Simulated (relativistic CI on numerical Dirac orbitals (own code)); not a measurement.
## Sensitivity of the levels of Tm XXXII to α and to the nuclear radius

Calculated at this level of theory: Dirac-Coulomb-Breit CI, separate exchange-only KLI orbitals for each configuration, derivatives by finite differences, unscaled Slater integrals, QED left out (own radial code, finite nucleus).

CI space (outside the closed core [Ar] 3d10): 4s2 4p6 4d2, 4s2 4p5 4d3, 4s2 4p6 4d 4f, 4s 4p6 4d2 4f, 4s2 4p6 4f 5s, 4s2 4p6 4f2, 4s 4p6 4f3, 4p6 4d4, 4p5 4d5. Double excitations out of closed p, d and f shells are left out; levels of such configurations are missing from the list, as are those of other unlisted configurations, and high levels can miss mixing partners.

With x = (α/α₀)² − 1 an excitation energy changes as ω = ω₀ + qx; K = 2q/ω₀ is the relative enhancement. Terms are leading LS components, so labels can repeat. The field-shift factor is F = δν/δ⟨r²⟩ for the transition from the lowest level.

Lowest level 4s2 4p6 4d2 3F_2.

```csv
Level,ω₀ (cm⁻¹),q (cm⁻¹),F (GHz/fm²)
4s2 4p6 4d2 3P_0,57453,6567,0.286
4s2 4p6 4d2 3F_3,92124,100500,2.1
4s2 4p6 4d2 3P_2,121531,99210,2.25
4s2 4p6 4d2 1G_4,129529,108400,2.43
4s2 4p6 4d2 3P_1,131027,101100,2.32
4s2 4p6 4d2 3F_4,211167,194700,4.24
4s2 4p6 4d2 3P_2,228339,202700,4.48
4s2 4p6 4d2 1S_0,295334,196200,4.31
4s2 4p5 4d3 5F°_2,1087852,52780,5.57
4s2 4p5 4d3 5D°_1,1096026,61250,5.85
4s2 4p5 4d3 5D°_0,1111361,63490,6.36
4s2 4p5 4d3 5F°_3,1123693,64540,5.53
4s2 4p5 4d3 5D°_3,1156996,130600,7.02
4s2 4p5 4d3 5S°_2,1167364,150900,7.16
4s2 4p5 4d3 5F°_4,1170267,152000,7.35
4s2 4p5 4d3 3F°_2,1184929,149600,7.81
4s2 4p5 4d3 5D°_1,1191728,151900,7.21
4s2 4p5 4d3 5G°_5,1195273,156300,7.31
4s2 4p5 4d3 3G°_3,1201171,147900,8.08
4s2 4p5 4d3 3F°_4,1201898,153400,7.74
4s2 4p5 4d3 3H°_6,1208730,146600,6.93
4s2 4p5 4d3 3P°_0,1212597,127200,7.68
4s2 4p5 4d3 3G°_4,1226180,156200,7.86
```

At this charge energies of transitions that change n are usually good to better than 1 %, and those within a shell (Δn = 0) to a few per cent. Terms inside the open d or f shell come out 10 to 20 % too wide with unscaled integrals.

(1) Which transition from the lowest level has the largest |K|?

## Answers

(1) 4s2 4p6 4d2 3F_3 at 92124 cm⁻¹, K = 2.18.
